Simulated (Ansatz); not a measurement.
`O=C=[N][Al]([F])[F]` + HCl → `[F][Al]([F])[Cl]` + `N=C=O` at 400 K and 1 bar (ligand exchange at the Al–N bond).

Computed with Ansatz on PBE0-D4/def2-TZVP structures; ΔE is electronic, products minus reactants. CBS: def2 TZ/QZ extrapolation, frozen cores. Each species was taken in one conformer, which may not be the lowest.

| species | CCSD(T)/CBS energy (Eh) | H − E (kJ/mol) | S (J/(mol·K)) |
| --- | --- | --- | --- |
| `O=C=[N][Al]([F])[F]` | -609.73314 | 79.7 | 374.4 |
| HCl | -460.38167 | 29.6 | 195.4 |
| `[F][Al]([F])[Cl]` | -901.60696 | 39.6 | 318.8 |
| `N=C=O` | -168.51449 | 72.4 | 252.4 |

H − E and S are ideal-gas, rigid-rotor, harmonic terms from PBE0-D4/def2-TZVP, for one conformer and one mirror image of each species. 1 Eh = 2625.50 kJ/mol, R = 8.31446 J/(mol·K).

Question: By hand: ΔE, ΔH, ΔS and ΔG.

Answer: ΔE = (-901.60696) + (-168.51449) − (-609.73314) − (-460.38167) = -0.00664 Eh = -17.4 kJ/mol. Δ(H − E) = 39.6 + 72.4 − 79.7 − 29.6 = 2.7, so ΔH = -14.7 kJ/mol. ΔS = 318.8 + 252.4 − 374.4 − 195.4 = 1.4 J/(mol·K). ΔG = -14.7 − 400 × (1.4)/1000 = -15.3 kJ/mol.

Question: By hand: the equilibrium constant, and the temperature at which ΔG would vanish if ΔH and ΔS stayed fixed.

Answer: log₁₀ K = −ΔG/(RT ln 10) = 2.0. ΔH and −TΔS have one sign here, so there is no such temperature. One of them is within its doubt of zero, so this could turn.

The number of gas molecules stays the same, so ΔS is small and ΔH decides. A doubt of 5 kJ/mol in ΔE shifts log₁₀ K by 0.7 here. Other conformers and mirror images would add mixing entropy, several J/(mol·K) or more a flexible species. Modes under 60 cm⁻¹, often nearly free rotors, make the harmonic entropy too high. These are equilibria of isolated gas molecules and say nothing of rates. Largest T1 diagnostic: 0.018 (customary marks: 0.02 for closed shells, 0.045 for open ones).
